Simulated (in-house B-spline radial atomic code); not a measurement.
Computed with a B-spline radial atomic code. Model: two electrons, singlet ground state, non-relativistic, full CI in B-splines with partial waves to l = 8 (at full coupling up to 3e-4 hartree above the limit, correlation up to 0.6 % small), density held at that of full coupling by Lieb maximisation.

W(λ) is the mean repulsion in the state of coupling λ less the Hartree energy of the fixed density. Its start is exact exchange, its initial slope is twice the second-order Görling-Levy correlation energy, and its area from 0 to 1 is E_xc. A straight curve means weak, dynamic correlation, and a curve that drops fast and flattens means strong correlation.

Command:
```bash
python run_ac.py task.json out
```
Settings (lengths in bohr, energies in hartree):
```
potential              coulomb
strength               4.57
lmax                   8
wall_radius            0.42
```

Run time, properties included: 2.8 s on 1 thread of Intel(R) Xeon(R) Processor @ 2.30GHz, on a shared host.

**W = mean repulsion less Hartree energy, and W of three functionals.**

Given: confinement point charge; nuclear charge 4.57; hard wall radius 0.42 bohr; external potential -Z/r.

Computed: PBE exchange minus exact 211.74 millihartree; SCAN exchange minus exact 11.451 millihartree.

```tsv
coupling	W xc (hartree)	W xc minus exchange (millihartree)	kinetic minus Kohn-Sham (millihartree)	LDA (PW92) W minus its exchange (millihartree)	PBE W minus its exchange (millihartree)	SCAN W minus its exchange (millihartree)
0	-4.8786	0	0	0	0	0
0.02	-4.8806	-1.95	0	-15.86	-2.77	-1.93
0.05	-4.8835	-4.867	0.1	-34.02	-6.93	-4.81
0.12	-4.8903	-11.64	0.7	-68.94	-16.63	-11.45
0.25	-4.9027	-24.094	3	-121.92	-34.46	-23.55
0.4	-4.9169	-38.266	7.6	-173.42	-54.71	-37.23
0.6	-4.9355	-56.839	16.9	-232.87	-81.09	-55.06
0.8	-4.9537	-75.05	29.6	-285.41	-106.75	-72.45
1	-4.9715	-92.909	45.7	-333.01	-131.68	-89.46
1.4	?	?	?	?	?	?
2	-5.0559	-177.22	171.5	-526.07	-246.6	-169.42
3	-5.1326	-253.95	362.7	-675.59	-347.77	-242.19
4.5	-5.2354	-356.75	746.5	-854.85	-479.66	-340.39
7	?	?	?	?	?	?
10	-5.5193	-640.69	2748.6	-1290.8	-834.12	-620.33
```

(1) What belongs in the row 1.4?

(2) What belongs in the row 7?

(3) What is the LDA exchange minus exact?

**Energy parts, natural occupations and partial-wave weights.**

Computed: total energy 1.9825 hartree; correlation energy -0.047229 hartree; kinetic part of the DFT correlation energy 0.04568 hartree; initial slope twice GL2 -0.097576 hartree; kinetic part over minus potential part 0.49166; Kohn-Sham kinetic 62.253 hartree; Lieb Oxford ratio E_xc over LDA exchange 1.1804.

```tsv
natural	occupation of the shell (electrons)
s	1.9991
p	?
s	6.3932e-05
d	3.971e-05
p	8.9377e-06
f	5.5249e-06
```

(4) What belongs in the row p?

```json
{"wave": "s", "weight": "0.9996"}
{"wave": "p", "weight": "0.00037219"}
{"wave": "d", "weight": "2.0869e-05"}
{"wave": "f", "weight": "?"}
{"wave": "g", "weight": "7.2131e-07"}
```

(5) What belongs in the row f?

(6) What is the Hartree energy?

(7) What is the exchange energy?

Results:

(1) W xc (hartree): -5.0062; W xc minus exchange (millihartree): -127.61; kinetic minus Kohn-Sham (millihartree): 87.3; LDA (PW92) W minus its exchange (millihartree): -417.58; PBE W minus its exchange (millihartree): -179.52; SCAN W minus its exchange (millihartree): -122.41.

(2) W xc (hartree): -5.3798; W xc minus exchange (millihartree): -501.21; kinetic minus Kohn-Sham (millihartree): 1570.9; LDA (PW92) W minus its exchange (millihartree): -1083.7; PBE W minus its exchange (millihartree): -660.81; SCAN W minus its exchange (millihartree): -480.86.

(3) 705.59 millihartree.

(4) occupation of the shell (electrons): 0.00073493.

(5) weight: 3.0314e-06.

(6) 9.7573 hartree.

(7) -4.8786 hartree.

Half-way to full coupling W has made 51 % of its drop, against 50 % for a straight line, and second-order (GL2) theory, half the initial slope, overshoots the correlation energy by about 3 %: correlation is weak here. Over couplings 0 to 1 the errors in E_xc come to about +559 millihartree for LDA, +192 millihartree for PBE, +13 millihartree for SCAN, so SCAN is nearest. In LDA and PBE the errors of exchange and correlation have opposite signs, so the sum is smaller than the larger of the two.
